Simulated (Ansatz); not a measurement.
Born–Oppenheimer molecular dynamics of ClF₄H₃NTa (10 atoms, charge 0, multiplicity 1). It starts at the highest image of a converged band. Of that band: The profile has 2 maxima (images 4, 9) with wells between them (image 6): this band takes more than one step, which may be the mechanism or a detour left from its start path. A vibrational analysis at the climbing image gives one clearly imaginary mode, 63i cm⁻¹: a first-order saddle point.

These are results of Ansatz, RKS PBE/def2-SVP, not measurements.

* ensemble: NVE (velocity Verlet)
* time step: 0.5 fs
* steps asked: 200
* starting velocities drawn for: 100 K
* seed: 4523

Frames 5 fs apart, positions in Å.

Velocities at 10 fs (Å/ps):

```
Ta -0.28 0.58 0.00
Cl 1.45 -0.63 -1.54
F -0.72 -0.17 0.39
F 1.40 1.33 1.69
F -1.09 -0.70 -1.81
F 0.85 -3.22 2.67
N -0.35 -0.77 0.16
H -8.41 -2.47 5.24
H 2.58 -10.40 -2.31
H 0.92 -5.99 -6.77
```

```xyz
10
Properties=species:S:1:pos:R:3 time_fs=10 energy_less_start_eV=0.044 T=57
Ta -0.146 -0.145 0.208
Cl 3.066 -1.087 -0.408
F 0.634 0.908 1.577
F 0.549 0.967 -1.141
F -1.925 0.262 0.616
F -0.554 -1.584 -0.987
N 0.576 -1.709 1.352
H 0.212 -2.643 1.123
H 0.951 -1.654 2.304
H 2.165 -1.665 0.414
10
Properties=species:S:1:pos:R:3 time_fs=15 energy_less_start_eV=0.059 T=43
Ta -0.147 -0.142 0.209
Cl 3.072 -1.090 -0.416
F 0.630 0.907 1.578
F 0.556 0.974 -1.133
F -1.930 0.258 0.606
F -0.550 -1.598 -0.972
N 0.571 -1.711 1.347
H 0.191 -2.645 1.156
H 0.961 -1.688 2.299
H 2.170 -1.684 0.384
10
Properties=species:S:1:pos:R:3 time_fs=20 energy_less_start_eV=0.052 T=49
Ta -0.148 -0.142 0.209
Cl 3.079 -1.094 -0.423
F 0.626 0.906 1.579
F 0.562 0.980 -1.126
F -1.933 0.255 0.597
F -0.544 -1.605 -0.955
N 0.562 -1.708 1.337
H 0.191 -2.653 1.168
H 0.960 -1.659 2.279
H 2.169 -1.684 0.369
10
Properties=species:S:1:pos:R:3 time_fs=25 energy_less_start_eV=0.041 T=60
Ta -0.149 -0.142 0.211
Cl 3.085 -1.098 -0.431
F 0.622 0.906 1.581
F 0.569 0.986 -1.120
F -1.935 0.253 0.587
F -0.539 -1.606 -0.937
N 0.551 -1.701 1.323
H 0.213 -2.652 1.152
H 0.955 -1.579 2.262
H 2.166 -1.667 0.368
10
Properties=species:S:1:pos:R:3 time_fs=30 energy_less_start_eV=0.051 T=51
Ta -0.150 -0.143 0.212
Cl 3.090 -1.103 -0.438
F 0.618 0.905 1.585
F 0.574 0.990 -1.116
F -1.938 0.251 0.577
F -0.534 -1.605 -0.923
N 0.541 -1.688 1.310
H 0.257 -2.662 1.137
H 0.932 -1.514 2.237
H 2.167 -1.635 0.373
10
Properties=species:S:1:pos:R:3 time_fs=35 energy_less_start_eV=0.062 T=41
Ta -0.151 -0.144 0.213
Cl 3.095 -1.108 -0.445
F 0.615 0.905 1.591
F 0.580 0.993 -1.112
F -1.941 0.249 0.569
F -0.532 -1.602 -0.914
N 0.535 -1.671 1.300
H 0.324 -2.658 1.140
H 0.909 -1.496 2.244
H 2.171 -1.597 0.389
10
Properties=species:S:1:pos:R:3 time_fs=40 energy_less_start_eV=0.066 T=36
Ta -0.152 -0.144 0.213
Cl 3.101 -1.113 -0.452
F 0.612 0.905 1.598
F 0.584 0.992 -1.109
F -1.944 0.249 0.561
F -0.532 -1.602 -0.914
N 0.536 -1.655 1.302
H 0.384 -2.658 1.131
H 0.886 -1.510 2.253
H 2.181 -1.559 0.410
10
Properties=species:S:1:pos:R:3 time_fs=45 energy_less_start_eV=0.046 T=55
Ta -0.154 -0.144 0.214
Cl 3.106 -1.118 -0.459
F 0.608 0.905 1.607
F 0.588 0.990 -1.106
F -1.949 0.250 0.555
F -0.533 -1.603 -0.922
N 0.547 -1.647 1.318
H 0.424 -2.636 1.091
H 0.880 -1.518 2.283
H 2.201 -1.522 0.434
10
Properties=species:S:1:pos:R:3 time_fs=50 energy_less_start_eV=0.035 T=66
Ta -0.155 -0.142 0.214
Cl 3.111 -1.123 -0.466
F 0.602 0.903 1.615
F 0.592 0.985 -1.104
F -1.954 0.251 0.550
F -0.535 -1.604 -0.935
N 0.564 -1.645 1.345
H 0.441 -2.623 1.049
H 0.884 -1.528 2.308
H 2.225 -1.492 0.466
10
Properties=species:S:1:pos:R:3 time_fs=55 energy_less_start_eV=0.038 T=63
Ta -0.157 -0.141 0.214
Cl 3.116 -1.128 -0.472
F 0.594 0.901 1.621
F 0.595 0.978 -1.102
F -1.957 0.253 0.546
F -0.537 -1.602 -0.952
N 0.583 -1.644 1.369
H 0.454 -2.609 1.057
H 0.899 -1.558 2.343
H 2.256 -1.470 0.494
10
Properties=species:S:1:pos:R:3 time_fs=60 energy_less_start_eV=0.048 T=53
Ta -0.159 -0.140 0.215
Cl 3.122 -1.133 -0.478
F 0.583 0.898 1.625
F 0.597 0.969 -1.101
F -1.959 0.255 0.543
F -0.537 -1.597 -0.967
N 0.602 -1.639 1.386
H 0.462 -2.621 1.108
H 0.912 -1.587 2.362
H 2.288 -1.460 0.514
10
Properties=species:S:1:pos:R:3 time_fs=65 energy_less_start_eV=0.051 T=51
Ta -0.160 -0.140 0.216
Cl 3.127 -1.139 -0.484
F 0.570 0.896 1.626
F 0.600 0.961 -1.101
F -1.960 0.258 0.540
F -0.535 -1.586 -0.979
N 0.619 -1.634 1.395
H 0.465 -2.621 1.164
H 0.922 -1.563 2.374
H 2.308 -1.464 0.524
```

Of the whole run (100 fs, mean temperature of the second half 61 K): The conserved energy stayed within 0.0067 meV per atom of its start (net change 0.0047 meV per atom), so the integration is sound. A run of 0.1 ps of so small a system gives no equilibrium averages. The orbitals stay closed-shell, which can raise the energy where a bond breaks towards radicals; this wasn't checked here.

The run took 7.5 min on 4 threads of Arm Neoverse V1, with other jobs on the host, peak memory 0.21 GiB.
